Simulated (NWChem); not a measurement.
System: BNH4, triplet; SMILES of the neutral closed-shell parent BN

Here is an NWChem input.

```
start job
memory heap 200 mb stack 900 mb global 1100 mb
geometry units angstroms
  B     -0.166267    -0.814769     0.000000
  N     -0.021402     0.634290     0.000000
  H      0.434655    -1.348204    -0.944268
  H      0.434655    -1.348204     0.944268
  H      0.876924     1.121174     0.000000
  H     -0.805225     1.281103     0.000000
end
basis spherical
  B library 6-31g*
  N library 6-31g*
  H library 6-31g*
end
dft
  odft
  mult 3
  xc hfexch
  iterations 150
end
driver
  maxiter 120
end
task dft optimize
task dft freq
```

NWChem printed, in part:

```
             Northwest Computational Chemistry Package (NWChem) 7.3.0
             --------------------------------------------------------

 CS  symmetry detected

                             Geometry "geometry" -> ""
                             -------------------------

 Output coordinates in angstroms (scale by  1.889725989 to convert to a.u.)

  No.       Tag          Charge          X              Y              Z
 ---- ---------------- ---------- -------------- -------------- --------------
    1 B                    5.0000    -0.16114062    -0.81979125     0.00000000
    2 N                    7.0000    -0.02090472     0.62972307     0.00000000
    3 H                    1.0000     0.44148213    -1.35130415    -0.94426800
    4 H                    1.0000     0.44148213    -1.35130415     0.94426800
    5 H                    1.0000     0.87586157     1.11947388     0.00000000
    6 H                    1.0000    -0.80678967     1.27402920     0.00000000

 Effective nuclear repulsion energy (a.u.)      31.3049156217

      Symmetry information
      --------------------

 Group name             Cs
 Group number              2
 Group order               2
 No. of unique centers     5

                                Z-matrix (autoz)
                                --------

 Units are Angstrom for bonds and degrees for angles

      Type          Name      I     J     K     L     M      Value
      ----------- --------  ----- ----- ----- ----- ----- ----------
    1 Stretch                  1     2                       1.45628
    2 Stretch                  1     3                       1.23988
    3 Stretch                  1     4                       1.23988
    4 Stretch                  2     5                       1.02179
    5 Stretch                  2     6                       1.01624
    6 Bend                     1     2     5               124.16626
    7 Bend                     1     2     6               123.82056
    8 Bend                     2     1     3               112.32656
    9 Bend                     2     1     4               112.32656
   10 Bend                     3     1     4                99.20741
   11 Bend                     5     2     6               112.01319
   12 Torsion                  3     1     2     5         -55.41651
   13 Torsion                  3     1     2     6         124.58349
   14 Torsion                  4     1     2     5          55.41651
   15 Torsion                  4     1     2     6        -124.58349

  xc_inp: hfexch multiplicative factor not found.

                           NWChem Geometry Optimization
                           ----------------------------

 maximum gradient threshold         (gmax) =   0.000450
 rms gradient threshold             (grms) =   0.000300
 maximum cartesian step threshold   (xmax) =   0.001800
 rms cartesian step threshold       (xrms) =   0.001200
 fixed trust radius                (trust) =   0.300000
 source of zmatrix                         =   autoz

          -------------------
          Energy Minimization
          -------------------

 Using diagonal initial Hessian
 Scaling for Hessian diagonals: bonds = 1.00  angles = 0.25  torsions = 0.10

          --------
          Step   0

                                 NWChem DFT Module
                                 -----------------

 Summary of "ao basis" -> "ao basis" (spherical)
 ------------------------------------------------------------------------------
       Tag                 Description            Shells   Functions and Types
 ---------------- ------------------------------  ------  ---------------------
 B                           6-31g*                  6       14   3s2p1d
 N                           6-31g*                  6       14   3s2p1d
 H                           6-31g*                  2        2   2s

      Symmetry analysis of basis
      --------------------------

        a'         26
        a"         10

[...]

      ----------------------
      Optimization converged
      ----------------------

  Step       Energy      Delta E   Gmax     Grms     Xrms     Xmax
  ---- ---------------- -------- -------- -------- -------- --------
@    6     -81.34063818 -4.5D-07  0.00006  0.00002  0.00049  0.00113
                                     ok       ok       ok       ok

                                Z-matrix (autoz)
                                --------

 Units are Angstrom for bonds and degrees for angles

      Type          Name      I     J     K     L     M      Value     Gradient
      ----------- --------  ----- ----- ----- ----- ----- ---------- ----------
    1 Stretch                  1     2                       1.58772    0.00006
    2 Stretch                  1     3                       1.20448    0.00002
    3 Stretch                  1     4                       1.20448    0.00002
    4 Stretch                  2     5                       1.00693    0.00002
    5 Stretch                  2     6                       1.00430    0.00000
    6 Bend                     1     2     5               123.48630    0.00003
    7 Bend                     1     2     6               123.99150    0.00001
    8 Bend                     2     1     3               106.89951   -0.00001
    9 Bend                     2     1     4               106.89951   -0.00001
   10 Bend                     3     1     4               118.04347   -0.00000
   11 Bend                     5     2     6               112.52220   -0.00004
   12 Torsion                  3     1     2     5         -63.64464    0.00001
   13 Torsion                  3     1     2     6         116.35536    0.00001
   14 Torsion                  4     1     2     5          63.64464   -0.00001
   15 Torsion                  4     1     2     6        -116.35536   -0.00001

                         Geometry "geometry" -> "geometry"
                         ---------------------------------

 Output coordinates in angstroms (scale by  1.889725989 to convert to a.u.)

  No.       Tag          Charge          X              Y              Z
 ---- ---------------- ---------- -------------- -------------- --------------
    1 B                    5.0000    -0.09581759    -0.93441138     0.00000000
    2 N                    7.0000     0.00118290     0.65034218     0.00000000
    3 H                    1.0000     0.39345840    -1.31514994    -1.03267717
    4 H                    1.0000     0.39345840    -1.31514994     1.03267717
    5 H                    1.0000     0.87335138     1.15355764     0.00000000
    6 H                    1.0000    -0.79564268     1.26163802     0.00000000

 Effective nuclear repulsion energy (a.u.)      30.3214347249

      Symmetry information
      --------------------

 Group name             Cs
 Group number              2
 Group order               2
 No. of unique centers     5

[...]

 Rotational Constants
 --------------------
 A=   4.248113 cm-1  (  6.111951 K)
 B=   0.710749 cm-1  (  1.022587 K)
 C=   0.700974 cm-1  (  1.008522 K)

 Temperature                      =   298.15K
 frequency scaling parameter      =   1.0000

 Zero-Point correction to Energy  =   28.581 kcal/mol  (  0.045547 au)
 Thermal correction to Energy     =   30.857 kcal/mol  (  0.049173 au)
 Thermal correction to Enthalpy   =   31.449 kcal/mol  (  0.050117 au)

 Total Entropy                    =   57.560 cal/mol-K
   - Translational                =   36.017 cal/mol-K (mol. weight =  29.0437)
   - Rotational                   =   19.264 cal/mol-K (symmetry #  =        1)
   - Vibrational                  =    2.279 cal/mol-K

 Cv (constant volume heat capacity) =   11.174 cal/mol-K
   - Translational                  =    2.979 cal/mol-K
   - Rotational                     =    2.979 cal/mol-K
   - Vibrational                    =    5.215 cal/mol-K

[normal modes left out]

 ----------------------------------------------------------------------------
 Normal Eigenvalue ||           Projected Infra Red Intensities
  Mode   [cm**-1]  || [atomic units] [(debye/angs)**2] [(KM/mol)] [arbitrary]
 ------ ---------- || -------------- ----------------- ---------- -----------
    1       -0.000 ||    0.022197           0.512        21.638       5.969
    2       -0.000 ||    0.000003           0.000         0.003       0.001
    3       -0.000 ||    0.004660           0.108         4.542       1.253
    4       -0.000 ||    0.023562           0.544        22.969       6.336
    5       -0.000 ||    0.025356           0.585        24.718       6.818
    6        0.000 ||    0.029427           0.679        28.687       7.913
    7      395.282 ||    0.030514           0.704        29.747       8.205
    8      644.401 ||    0.030291           0.699        29.529       8.145
    9      649.126 ||    0.003126           0.072         3.048       0.841
   10      715.216 ||    0.002755           0.064         2.686       0.741
   11      952.897 ||    0.094677           2.184        92.296      25.459
   12      977.185 ||    0.034909           0.805        34.031       9.387
   13     1210.877 ||    0.027970           0.645        27.267       7.521
   14     1724.877 ||    0.023259           0.537        22.674       6.255
   15     2586.871 ||    0.044465           1.026        43.346      11.957
   16     2645.830 ||    0.210315           4.852       205.026      56.555
   17     3690.433 ||    0.005497           0.127         5.359       1.478
   18     3809.442 ||    0.056398           1.301        54.980      15.166
 ----------------------------------------------------------------------------
```

Level: UHF/6-31G* (spherical d). In the optimisation the excess spin sits in a' and a" (Cs, its own frame). The spin multiplicity was typed, not searched, and may not be the lowest. No stability test was run on the SCF state.
